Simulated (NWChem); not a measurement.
Molecule: CdHOBr; SMILES [OH][Cd][Br]

```xyz
4

Cd    -0.4751     0.5221     0.0001
Br     0.3928    -1.7175    -0.0001
O     -1.2864     2.3121     0.0010
H     -0.6144     3.0037    -0.0075
```
Atoms are numbered in this order, from 1.

Results from NWChem. The geometry was optimised at PBE0/def2-SVP. def2 effective core potentials on Cd; no spin-orbit coupling. Level: PBE0/def2-SVPD; the question gives the wavelength of the field.

Problem. What does the run give for field static? Quantities: isotropic polarisability (bohr³); anisotropy (bohr³).

Solution. 
| Quantity | Result |
|---|---|
| isotropic polarisability (bohr³) | 56.1 |
| anisotropy (bohr³) | 35.9 |
